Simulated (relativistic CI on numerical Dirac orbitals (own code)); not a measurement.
**Spin-allowed bands of a d8 ion in an octahedral site, by hand**

Problem. A d8 ion in an octahedral site has a 3A2 ground term and spin-allowed bands at ν1 = 9680 and ν2 = 15767 cm⁻¹ (from a computed ligand-field model). Find Δ and the Racah parameter B, and predict the third band.

Working.
1. The F term splits into A2 (−1.2Δ), T2 (−0.2Δ) and T1 (+0.6Δ), so ν1 = E(T2) − E(A2) = Δ = 9680 cm⁻¹.
2. T1(F) mixes with T1(P), which lies at 15B, through an element 0.4Δ. The two roots, counted from A2, are ν2,3 = ½(15B + 3Δ) ∓ ½√[(15B − Δ)² + 12BΔ].
3. Solving the lower root for B gives B = (2ν1² + ν2² − 3ν1ν2)/(15ν2 − 27ν1) = -21870591/-24855 = 880 cm⁻¹.
4. The sum of the roots is 15B + 3Δ, so ν3 = 15B + 3ν1 − ν2 = 26472 cm⁻¹ (378 nm).

Check. The bands were computed by exact diagonalisation of the d8 shell with B = 880 and Δ = 9680 cm⁻¹, which gives ν3 = 26473 cm⁻¹. C does not enter the terms of highest spin.
